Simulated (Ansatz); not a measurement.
Correlation energies of CH2AlBrS, SMILES `[Br][Al]1[CH2][S]1` by basis set

```json
{"atom": "Br1", "x (Å)": "1.2569", "y (Å)": "0.5227", "z (Å)": "-2.8721"}
{"atom": "Al2", "x (Å)": "0.5210", "y (Å)": "-0.0586", "z (Å)": "-0.8574"}
{"atom": "C3", "x (Å)": "-0.5212", "y (Å)": "0.1763", "z (Å)": "0.7133"}
{"atom": "S4", "x (Å)": "0.5551", "y (Å)": "-1.4248", "z (Å)": "0.7426"}
{"atom": "H5", "x (Å)": "-0.2324", "y (Å)": "0.8518", "z (Å)": "1.5145"}
{"atom": "H6", "x (Å)": "-1.5795", "y (Å)": "-0.0673", "z (Å)": "0.7590"}
```

The species carries charge 0 and has multiplicity 1. Correlated methods include outer-core shells of Br, which these sets cover unevenly. Scalar relativity is left out up to krypton. The structure was optimised at the PBE0-D4/def2-TZVP level. Frozen core, restricted reference, Ansatz.

```csv
basis,HF (Eh),MP2 corr.,CCSD corr.,(T),CCSD(T) total
def2-SVP,-3250.41610,-0.54753,-0.57579,-0.01792,-3251.00981
def2-TZVPP,-3251.00042,-0.68055,-0.71000,-0.03186,-3251.74228
def2-QZVPP,-3251.06898,-1.03072,–,–,–
```
